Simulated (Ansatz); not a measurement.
CH6BNSi can be A, `[SiH3]C1BN1`, or B, `CB1N[SiH2]1`.

Isolated molecules relaxed with PBE0-D4/def2-TZVP in Ansatz; ΔE leaves out vibrations. CCSD(T)/CBS adds triple-zeta CCSD(T) − MP2 to the extrapolated MP2 energy (def2 sets, frozen cores). DFT in def2-TZVPP. B3LYP here is the variant with VWN-RPA as its local correlation; programs differ in this.

A:

```xyz
10

Si    1.328   -0.333    0.445
C    -0.409    0.340    0.407
B    -1.079    0.826   -0.930
N    -1.444   -0.350   -0.404
H     1.431   -1.600    1.225
H     1.781   -0.620   -0.944
H     2.243    0.663    1.067
H    -0.777    0.760    1.347
H    -1.234    1.585   -1.823
H    -1.839   -1.271   -0.390
```

B:

```xyz
10

C    -1.035   -1.348    0.381
B    -0.100   -0.155    0.048
N    -0.154    1.054   -0.618
Si    1.492    0.951   -0.019
H    -0.610   -2.283    0.005
H    -1.121   -1.469    1.465
H    -2.040   -1.232   -0.034
H    -0.837    1.592   -1.131
H     2.541    0.896   -1.073
H     1.865    1.993    0.975
```

Problem. Which isomer does CCSD(T)/CBS put lower? Give the gap. (Estimate.)

Solution. The calculation gave: B, by 143.3 kJ/mol.

Problem. Give E(B) − E(A) in kJ/mol with PBE-D4, LDA (SPW92), CCSD/def2-TZVPP, HF/def2-TZVPP, ωB97M-V, B3LYP, MP2/def2-TZVPP. (Estimate.)

Solution. The calculation gave: PBE-D4 -144.0, LDA (SPW92) -147.8, CCSD/def2-TZVPP -142.8, HF/def2-TZVPP -133.1, ωB97M-V -139.5, B3LYP -140.8, MP2/def2-TZVPP -143.8. None reverses the order clearly.

Problem. Does the order hold for the free energy at 298.15 K (harmonic terms from PBE0-D4)? (Estimate.)

Solution. Ansatz gave: Yes: G(B) − G(A) = -131.0 kJ/mol.

Largest T1 diagnostic: 0.014.

Leaving LDA and LC-ωPBE aside and taking each functional with its dispersion term where it has one, the values, not all of them listed here, spread over 16.8 kJ/mol, from B97M-V to ωB97X-V. LDA lies −3.0 kJ/mol from PBE without D4. In def2-TZVPP, CCSD(T) changes the Hartree–Fock value by −10.9 kJ/mol (the triples alone add −1.1 kJ/mol) and MP2 by −10.7 kJ/mol.
